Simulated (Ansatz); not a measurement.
Results of the Gaussian-basis code of Ansatz.

Basis-set series for C3H13BOSi. The species carries charge 0 and has multiplicity 1. The bonds changed during the relaxation, so this is another structure than the one it started from. The structure was optimised at the PBE0-D4/def2-TZVP level. It is one conformer, not always the lowest.

```xyz
19

C    -0.5805    0.8159    1.3182
B    -0.0252   -0.5416    0.7362
C     1.4416   -0.9911    1.1117
C    -1.0343   -1.6060    0.1642
O     0.6406    0.2990   -1.3774
Si   -0.1483    1.5549   -2.1174
H    -1.4641    1.1987    0.7993
H    -0.9025    0.6139    2.3498
H     0.1651    1.6130    1.3851
H     1.8659   -1.7253    0.4208
H     1.3909   -1.4922    2.0883
H     2.1475   -0.1641    1.2378
H    -0.5641   -2.3605   -0.4708
H    -1.4694   -2.1427    1.0194
H    -1.8756   -1.1648   -0.3769
H     1.5922    0.3545   -1.2746
H     0.0890    2.8385   -1.4071
H    -1.5837    1.2010   -2.0836
H     0.3150    1.6988   -3.5230
```

```json
{"functional": "PBE0-D4", "basis": "def2-SVP", "functions": "153", "energy (Eh)": "-511.11254", "HOMO (eV)": "-8.06", "LUMO (eV)": "0.26"}
{"functional": "PBE0-D4", "basis": "def2-QZVPP", "functions": "745", "energy (Eh)": "-511.49349", "HOMO (eV)": "-8.18", "LUMO (eV)": "-0.41"}
{"functional": "ωB97M-V", "basis": "def2-SVP", "functions": "153", "energy (Eh)": "-511.33650", "HOMO (eV)": "-10.38", "LUMO (eV)": "2.10"}
{"functional": "ωB97M-V", "basis": "def2-QZVPP", "functions": "745", "energy (Eh)": "-511.73132", "HOMO (eV)": "-10.51", "LUMO (eV)": "0.97"}
```

Problem. Give the rows for def2-TZVPP. (Best estimate.)

Solution. The calculation gave: 
| functional | basis | functions | energy (Eh) | HOMO (eV) | LUMO (eV) |
| --- | --- | --- | --- | --- | --- |
| PBE0-D4 | def2-TZVPP | 379 | -511.47016 | -8.17 | -0.23 |
| ωB97M-V | def2-TZVPP | 379 | -511.70928 | -10.50 | 1.37 |

Positive LUMOs are unbound and depend on the basis.
